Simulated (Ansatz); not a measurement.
The same atomization along the group B, Al, Ga.

Isolated molecules relaxed with PBE0-D4/def2-TZVP in Ansatz; ΔE leaves out vibrations. CCSD(T)/CBS is the MP2 limit (def2-TZVPP, def2-QZVPP) plus CCSD(T) − MP2 in def2-TZVPP, frozen cores. This one scheme is used for every species, atoms too. Functionals use def2-TZVPP. No spin–orbit coupling; open shells (•) take unrestricted orbitals. Spin–orbit coupling would lower the free atoms: a little for Al, B, C, O; clearly for Ga. For Ga outer-core shells are correlated without core-valence functions, so the limit isn't a true one: a few kJ/mol of doubt a bond, and 10 to 20 or more in all where bonds break to atoms. Scalar relativity is left out up to krypton. One conformer a species, not always the lowest.

| reaction | HF/CBS(def2) (eV) | B97M-V (eV) | CCSD(T)/CBS(def2) (eV) |
| --- | --- | --- | --- |
| `BCOC` → B• + 2 C• + 7 H• + O• | 31.46 | 42.10 | 41.91 |
| `CO[CH2][AlH2]` → Al• + 2 C• + 7 H• + O• | 28.44 | 39.02 | 38.80 |
| `CO[CH2][GaH2]` → Ga• + 2 C• + 7 H• + O• | 27.58 | 38.10 | 38.09 |

Largest T1 diagnostic: 0.018, for Al•.

For atomizations the MP2-based limit and the directly extrapolated one differ by several kJ/mol either way, and by 10 to 25 for some Ge, Se and Sn compounds, so smaller differences from it don't rank the levels.
